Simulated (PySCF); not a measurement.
Dimethoxyethane, SMILES COCCOC (GFN2-xTB optimised geometry):

```
16

C      0.189     1.129    -1.173
O     -0.132     0.429     0.000
C      0.349    -0.893     0.000
C     -0.172    -1.610     1.240
O     -1.451    -2.129     0.967
C     -2.066    -2.694     2.094
H      1.276     1.198    -1.312
H     -0.226     2.129    -1.062
H     -0.247     0.648    -2.057
H      1.451    -0.893     0.000
H     -0.003    -1.431    -0.892
H      0.514    -2.427     1.518
H     -0.216    -0.891     2.070
H     -1.477    -3.531     2.491
H     -2.200    -1.951     2.890
H     -3.038    -3.057     1.768
```

Computed with PBE0/def2-TZVP (PySCF 2.14.0).

Q: What are the frontier orbital energies and the dipole moment?

A: HOMO-2 -8.94 eV, HOMO-1 -7.54 eV, HOMO -7.23 eV, LUMO 1.44 eV, LUMO+1 1.59 eV; dipole moment 1.09 D.

Meta-Löwdin charges at PBE0/def2-TZVP: C1 -0.13, O2 -0.39, C3 0.00, C4 0.00, O5 -0.39, C6 -0.13, H7 0.09, H8 0.13, H9 0.10, H10 0.09, H11 0.10, H12 0.09, H13 0.10, H14 0.09, H15 0.10, H16 0.13.
